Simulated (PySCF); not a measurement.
CH₇BFP.
Geometry (PBE0-D3(BJ)/def2-SVP, Å), atoms numbered from 1 in this order:
```xyz
11
CH7BFP angstrom
F     -0.826   -1.593   -0.762
C     -1.288   -0.683    0.199
B     -0.494    0.711    0.070
P      1.377    0.236   -0.145
H     -2.370   -0.540    0.035
H     -1.171   -1.169    1.185
H     -0.694    1.323   -0.971
H     -0.521    1.429    1.059
H      1.995   -0.600    0.820
H      2.294    1.312   -0.170
H      1.735   -0.442   -1.332
```

Method used: PBE0-D3(BJ)/def2-SVP geometry optimisation, gas phase (PySCF 2.14.0).

Masses are those of the commonest isotopes; rigid-rotor values at the optimised geometry. The values belong to one conformer with, in the numbering `[F:1][CH2:2][BH2-:3][PH3+:4]`, F1–C2–B3–P4 -44°.

Give the principal moments of inertia and the rotational constants in cm⁻¹.

Ia = 50.57, Ib = 150.14, Ic = 183.11 u·Å²; 505379 MHz·u·Å²/I gives 9993, 3366 and 2760 MHz, that is A = 0.33333, B = 0.11228, C = 0.09206 cm⁻¹.

Classify the top.

An asymmetric top; Ray's κ = -0.832.

What does the inertial defect say?

Not planar: Δ = Ic − Ia − Ib = -17.60 u·Å². For a rigid frame Δ = −2 Σ m c², so Σ m c² = 8.80 u·Å² lies off the ab plane: 6.64 from hydrogen and 2.16 from heavier atoms. The atom farthest from that plane is 1.46 Å away.

Which types of transition are allowed, and where do some lines up to J = 2 fall?

The dipole components are |μa| = 3.20 D, |μb| = 1.42 D, |μc| = 1.10 D. Intensities carry the squares of the components, which stand as 1.00 : 0.20 : 0.12 (a : b : c). Some lines, for components of 0.1 D or more:

| type | branch | J(Ka,Kc) | MHz | lower level (cm⁻¹) |
| --- | --- | --- | --- | --- |
| a | Q | 1(1,0) ← 1(1,1) | 606 | 0.425 |
| a | Q | 2(1,1) ← 2(1,2) | 1818 | 0.814 |
| b | R | 2(0,2) ← 1(1,1) | 5585 | 0.425 |
| c | Q | 2(1,2) ← 2(0,2) | 6060 | 0.612 |
| a | R | 1(0,1) ← 0(0,0) | 6126 | 0.000 |
| c | Q | 1(1,1) ← 1(0,1) | 6627 | 0.204 |
| b | Q | 1(1,0) ← 1(0,1) | 7233 | 0.204 |
| b | Q | 2(1,1) ← 2(0,2) | 7879 | 0.612 |
| a | R | 2(1,2) ← 1(1,1) | 11646 | 0.425 |
| a | R | 2(0,2) ← 1(0,1) | 12212 | 0.204 |
| b | R | 1(1,1) ← 0(0,0) | 12753 | 0.000 |
| a | R | 2(1,1) ← 1(1,0) | 12858 | 0.446 |
| c | R | 1(1,0) ← 0(0,0) | 13359 | 0.000 |
| b | R | 2(1,2) ← 1(0,1) | 18273 | 0.204 |
| c | Q | 2(2,1) ← 2(1,1) | 19880 | 0.875 |
| b | Q | 2(2,0) ← 2(1,1) | 19920 | 0.875 |
| c | R | 2(1,1) ← 1(0,1) | 20091 | 0.204 |
| b | Q | 2(2,1) ← 2(1,2) | 21699 | 0.814 |
| b | R | 2(2,1) ← 1(1,0) | 32739 | 0.446 |
| c | R | 2(2,0) ← 1(1,0) | 32778 | 0.446 |
| c | R | 2(2,1) ← 1(1,1) | 33345 | 0.425 |
| b | R | 2(2,0) ← 1(1,1) | 33384 | 0.425 |

Not checked by PBE0-D3(BJ)/def2-SVP frequencies. No vibrational averaging or centrifugal distortion is included, and the geometry carries the error of its method. A rigid rotor knows nothing of internal rotation, which can split or shift real lines. Quadrupole hyperfine structure (11B) is left out.

Hardware: one thread of an Arm Neoverse V1, no GPU (shared host). Cost: 45 s wall, 0.39 GiB resident at most. This is the geometry optimisation.
